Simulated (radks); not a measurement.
Neutral silver, configuration [Kr] 4d10 5s0.5 6s0.5 (fractional occupations, a model configuration). Method: Dirac Kohn-Sham, LDA (Slater exchange, Perdew-Wang correlation), spin-unpolarised, spherical densities, point nucleus; computed with a radial shooting solver on a logarithmic mesh with Libxc functionals.

Radial electron density D(r) = 4 pi r^2 rho(r):

r (bohr)  D(r) (e/bohr)
0.001485          2.512
0.001743          3.312
0.002062          4.407
0.002419          5.755
0.002862          7.569
0.003359          9.757
0.003973          12.63
0.004662          15.99
0.005515          20.23
0.006472          24.98
0.007656          30.66
0.008985          36.59
0.01054           42.75
0.01247           49.04
0.01464           54.31
0.01731           58.46
0.02032           60.53
0.02404           60.45
0.02821           58.44
0.03337           55.27
0.03916           52.72
0.04632           52.37
0.05436           55.47
0.0643            62.12
0.07546           69.67
0.08855           75.05
0.1047            75.07
0.1229            68.97
0.1454            59.24
0.1706            52.20
0.2019            51.51
0.2369            56.34
0.2802            60.80
0.3288            57.99
0.389             46.21
0.4565            31.66
0.5357            20.81
0.6337            16.81
0.7436            17.75
0.8797            18.80
1.032             17.20
1.221             13.26
1.433             9.077
1.695             5.547
1.989             3.281
2.353             1.814
2.762            0.9840
3.267            0.4814
3.834            0.2227
4.499           0.09719
5.322           0.04935
6.245           0.04487
7.387           0.05581
8.669           0.06391
10.26           0.05963
12.03           0.04352
14.24           0.02314
16.71          0.009177
19.76          0.002391
23.19         0.0004525

D(r) has 5 maxima, at r = 0.0220, 0.0967, 0.289, 0.873, 9.02 bohr, and minima at 0.0434, 0.188, 0.649, 5.90 bohr, inside which lie 2.04, 11.15, 29.06, 46.53 electrons.
